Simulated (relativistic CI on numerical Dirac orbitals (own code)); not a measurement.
# Ta⁶⁵⁺: sensitivity of the levels to the model

Base calculation: Dirac-Coulomb-Breit CI, KLI orbitals optimised for each configuration, model QED, unscaled Slater integrals.

Configuration list (outside the closed core 1s2): 2s2.2p4, 2s.2p5, 2p6, 2p5.3s, 2p5.3p, 2s2.2p3.3s, 2p5.3d, 2s2.2p3.3p, 2s2.2p3.3d, 2s.2p4.3s, 2s.2p4.3p, 2s.2p4.3d, 2s2.2p3.4s, 2s2.2p3.4p, 2s2.2p3.4d, 2s2.2p3.4f. Levels of other configurations are missing.

Variants: (1) P86 correlation estimate. Shifts of the energy above 2s2.2p4 3P_2, in eV, for the lowest level and the first level of each name with at least 55 % of one term (blank where a level changes its place among those of its configuration and J or its character, or is not in the variant):

| Level | Base | Δ(1) |
| --- | --- | --- |
| 2s2.2p4 3P_2 | 0.0 | 0.0 |
| 2s2.2p4 1S_0 | 59.8 | 0.0 |
| 2s2.2p4 3P_1 | 1314.5 | 0.0 |
| 2s2.2p4 1D_2 | 1333.5 | 0.0 |
| 2s.2p5 3P°_2 | 1714.6 | +0.1 |
| 2s.2p5 1P°_1 | 1797.8 | +0.1 |
| 2s2.2p4 3P_0 | 2672.8 | 0.0 |
| 2s.2p5 3P°_0 | 3041.0 | +0.1 |
| 2s.2p5 3P°_1 | 3079.3 | +0.1 |
| 2p6 1S_0 | 3551.8 | +0.2 |
| 2s2.2p3.3p 3P_0 | 8955.5 | +1.4 |
| 2s2.2p3.3d 3P°_0 | 9034.0 | +1.2 |
| 2s2.2p3.3s 3S°_1 | 9714.4 | +1.4 |
| 2s2.2p3.3s 3D°_3 | 9727.0 | +1.4 |
| 2s2.2p3.3s 1D°_2 | 9735.7 | +1.4 |
| 2s2.2p3.3s 3P°_0 | 9779.0 | +1.4 |
| 2s2.2p3.3s 3P°_1 | 9782.5 | +1.4 |
| 2s2.2p3.3p 3D_1 | 9894.1 | +1.4 |
| 2s.2p4.3s 5P_3 | 10042.8 | +1.5 |
| 2s.2p4.3s 3P_2 | 10073.7 | +1.5 |
| 2s.2p4.3s 3S_1 | 10151.5 | +1.5 |
| 2s.2p4.3s 1S_0 | 10190.3 | +1.5 |

At this charge energies of transitions that change n are usually good to better than 1 %, and those within a shell (Δn = 0) to a few per cent.

Ionisation energy from the two ground configurations alone: base 15818.7 eV. The NIST ASD value (theoretical) is 15820 eV.

LS names give the leading component of a level, which can be under half, so a name can repeat, a term be missing and a line seem to break the LS rules.
